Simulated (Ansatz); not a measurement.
A run on CH$_{6}$AlGaO (`[OH][AlH][CH2][GaH2]`) with other settings.

```yaml
crystal:
  periodic: [false, false, false]
  atoms:
    - {symbol: O, position_ang: [-0.685416, 1.011880, -0.860070]}
    - {symbol: Al, position_ang: [-1.308795, -0.505504, -0.285596]}
    - {symbol: C, position_ang: [0.236075, -1.069397, 0.693292]}
    - {symbol: Ga, position_ang: [1.249129, 0.600366, 0.208892]}
    - {symbol: H, position_ang: [-1.027678, 1.721359, -1.400912]}
    - {symbol: H, position_ang: [-2.780366, -0.927844, -0.683519]}
    - {symbol: H, position_ang: [0.703368, -1.982481, 0.316484]}
    - {symbol: H, position_ang: [0.076225, -1.181833, 1.768381]}
    - {symbol: H, position_ang: [1.280704, 1.787570, 1.242975]}
    - {symbol: H, position_ang: [2.256745, 0.545874, -0.999938]}
basis:
  gaussian: {orbitals: cc-pVTZ-DK}
magnetization: {spin_polarized: true, initial_magnetization: 0}
hamiltonian: {xc: {name: B3LYP}}
```

```sh
$ ansatz run in.yaml --threads 4 --pin off --events-out ev --progress --plain --max-ram 10444MiB
```

Shortened log:

```
Functional definition: B3LYP
1385 factors; their error is unknown
mean field evaluation 1: about -62679.1392 eV, gradient 6.1e1 eV
mean field evaluation 2: about -62648.2826 eV, gradient 9.9e1 eV
mean field evaluation 4: about -62692.7386 eV, gradient 9.2e0 eV
mean field evaluation 8: about -62693.3036 eV, gradient 2.0e-1 eV
mean field evaluation 16: about -62693.3037 eV, gradient 8.5e-6 eV
mean field -62693.30369088 eV, -2303.9364155922 hartree, gradient 8.5e-6 eV, S^2 0.000000; 0 other end points of the search recorded, 0 dependent functions left out
reference -62693.30400544 eV, -2303.9364271522 hartree; 32, 32 occupied and 189, 189 virtual orbitals, 1385 factors
Total energy: -62693.30400544 eV, -2303.9364271522 hartree
Relativity: scalar
```

Hardware: 4 threads of an Arm Neoverse V2 on a shared host. Wall time 6 s, peak host memory 0.79 GiB.
